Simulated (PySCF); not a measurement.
## Radial density of K (potassium, neutral)

TPSSh, [Ar] 4p1, 2P determinant (an excited configuration). All numbers are calculated (PySCF 2.14, scalar relativity by spin-free X2C-1e, in aug-cc-pVTZ-X2C).

```
r (bohr)  4πr²ρ (e/bohr)  4πr²(ρα − ρβ)
 0.00117         0.09423         0.0000
 0.00197          0.2476         0.0000
 0.00331          0.6396         0.0000
 0.00557           1.600         0.0000
 0.00938           3.794         0.0000
  0.0158           8.199         0.0000
  0.0265           15.13         0.0000
  0.0446           21.48         0.0002
  0.0751           20.62         0.0010
   0.126           15.76         0.0032
   0.212           20.83         0.0051
   0.357           19.62         0.0014
   0.601           6.284         0.0040
    1.01           6.613         0.0186
    1.70           3.866         0.0017
    2.86          0.4172         0.0363
    4.81          0.1716         0.1680
    8.09          0.1109         0.1109
    13.6        0.006401         0.0064
    22.9       2.689e-05         0.0000
```

Densities and radii are taken from the X2C orbitals without a picture-change correction, which distorts them close to the nucleus.
